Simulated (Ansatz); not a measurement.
Program: Ansatz. Geometries: PBE0-D4/def2-TZVP. ΔE: electronic, gas phase. CCSD(T)/CBS is the MP2 limit (def2-TZVPP, def2-QZVPP) plus CCSD(T) − MP2 in def2-TZVPP, frozen cores. Functionals use def2-TZVPP. B3LYP here is the variant with VWN-RPA as its local correlation; programs differ in this. For Br outer-core shells are correlated without core-valence functions, which leaves a few kJ/mol of doubt a bond. Scalar relativity is left out up to krypton. Each species was taken in one conformer, which may not be the lowest.

Consider the formal exchange of groups at the Si–F bond: `F[SiH](F)Br` + `O=COCO` → `O=CO[SiH](F)Br` + `OCF`.

`F[SiH](F)Br`:

```xyz
5

F    -0.319    1.569   -0.093
Si    0.023    0.043    0.118
F     1.595   -0.093    0.143
Br   -0.767   -1.105   -1.562
H    -0.532   -0.415    1.395
```

`O=COCO`:

Cartesian coordinates in Å:
```
O -0.578 1.085 1.200
C 0.565 0.947 0.857
O 1.006 0.040 -0.004
C -0.015 -0.848 -0.509
O -0.940 -0.201 -1.288
H 1.399 1.565 1.217
H 0.527 -1.555 -1.133
H -0.464 -1.348 0.355
H -1.499 0.316 -0.696
```

`O=CO[SiH](F)Br`:

Cartesian coordinates in Å:
```
O 0.995 1.637 -0.203
C 1.318 0.547 -0.566
O 0.598 -0.564 -0.353
Si -0.843 -0.498 0.484
F -1.208 -2.022 0.681
Br -2.401 0.444 -0.721
H 2.239 0.314 -1.117
H -0.697 0.142 1.794
```

`OCF`:

Z-matrix (Å, degrees):
```
C
F 1 1.381
O 1 1.370 2 111.1
H 1 1.091 2 107.8 3 -117.4
H 1 1.096 2 106.3 3 123.2
H 3 0.962 1 109.3 2 70.7
```

| level | ΔE (kcal/mol) | difference from CCSD(T)/CBS |
| --- | --- | --- |
| r2SCAN-D4 | 15.6 | -0.1 |
| B3LYP-D4 | 14.3 | -1.4 |
| ωB97M-V | 14.9 | -0.8 |
| r2SCAN | 15.7 | 0.0 |
| B3LYP | 15.0 | -0.7 |
| CCSD/def2-TZVPP | 15.3 | -0.4 |
| HF/def2-QZVPP | 14.3 | -1.4 |
| MP2/def2-QZVPP | 16.3 | 0.6 |
| SCS-MP2/def2-QZVPP | 15.7 | 0.0 |
| CCSD/CBS(def2) | 15.4 | -0.3 |
| CCSD(T)/CBS | 15.7 | 0 |

Largest T1 diagnostic among the species: 0.015.

In def2-TZVPP, CCSD(T) changes the Hartree–Fock value by +1.5 kcal/mol (the triples alone add +0.3 kcal/mol) and MP2 by +2.1 kcal/mol.
